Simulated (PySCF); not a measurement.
How methods differ on the ionisation energy of Cu

Cu [Ar] 3d10 4s1 [4s1/2^1, M_J = 1/2] → Cu⁺ [Ar] 3d10, as a difference of total energies. All numbers are calculated (PySCF 2.14, the two-component X2C-1e Hamiltonian, in x2c-TZVPall-2c with one added diffuse shell each of s, p, d type (7s8p5d1f, 63 functions)). Correlated levels: [Ne] frozen; the 6 highest virtual spinors dropped. "Screened" scales the spin-orbit matrix elements by Boettger's factors to mimic the two-electron term; Breit and QED terms are absent.

| method | ionisation energy (eV) |
| --- | --- |
| GHF (screened spin-orbit) | 6.598 |
| GMP2 (screened spin-orbit) | 7.479 |

Task: How much does correlation contribute at GMP2 (screened spin-orbit)?

Result: 7.479 − (6.598) = 0.881 eV, measured against GHF (screened spin-orbit).

Errors of the correlated levels include the incompleteness of this basis and the frozen core.

For comparison: 7.726 eV (measured; NIST Atomic Spectra Database, ionization energies).
